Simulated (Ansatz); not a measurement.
C2H10AlN, SMILES `C[NH+](C)[AlH3-]` at its PBE0-D4/def2-TZVP geometry, where that method's forces vanish. The species carries charge 0 and has multiplicity 1.

```
atom    x (Å)    y (Å)    z (Å)
  C1  -0.6188   1.3426  -0.0500
  N2   0.1540   0.1442  -0.3958
  C3  -0.7007  -0.9313  -0.9114
 Al4   1.2715  -0.4973   1.1928
  H5   0.0608   2.1240   0.2889
  H6  -1.2028   1.7027  -0.9024
  H7  -1.2954   1.0946   0.7688
  H8   0.8286   0.3922  -1.1145
  H9  -1.3791  -1.2459  -0.1174
 H10  -0.0799  -1.7817  -1.1916
 H11  -1.2864  -0.5991  -1.7739
 H12   2.0338  -1.7357   0.5124
 H13   0.0819  -0.8369   2.2172
 H14   2.1326   0.8277   1.4770
```

For each bond, give half the difference of the two atoms' forces along it (eV/Å; positive pushes the atoms apart) under PBE-D4, r2SCAN-D4, B3LYP-D4, ωB97M-V in def2-TZVPP. (Estimate.)

Ansatz gave: 
| bond | length (Å) | PBE-D4 | r2SCAN-D4 | B3LYP-D4 | ωB97M-V |
| --- | --- | --- | --- | --- | --- |
| C1–N2 | 1.467 | 0.11 | 0.22 | 0.25 | 0.20 |
| C1–H5 | 1.090 | 0.08 | -0.06 | -0.11 | -0.09 |
| C1–H6 | 1.094 | 0.08 | -0.06 | -0.09 | -0.09 |
| C1–H7 | 1.091 | 0.10 | -0.05 | -0.09 | -0.08 |
| N2–C3 | 1.467 | 0.11 | 0.22 | 0.25 | 0.20 |
| N2–Al4 | 2.045 | -0.04 | -0.12 | 0.01 | 0.02 |
| N2–H8 | 1.016 | 0.21 | -0.03 | -0.09 | -0.13 |
| C3–H9 | 1.091 | 0.10 | -0.05 | -0.09 | -0.08 |
| C3–H10 | 1.090 | 0.08 | -0.06 | -0.11 | -0.09 |
| C3–H11 | 1.094 | 0.08 | -0.06 | -0.09 | -0.09 |
| Al4–H12 | 1.606 | 0.03 | -0.02 | -0.07 | -0.08 |
| Al4–H13 | 1.606 | 0.04 | -0.02 | -0.06 | -0.07 |
| Al4–H14 | 1.606 | 0.03 | -0.02 | -0.07 | -0.08 |

B3LYP here is the variant with VWN-RPA as its local correlation; programs differ in this.
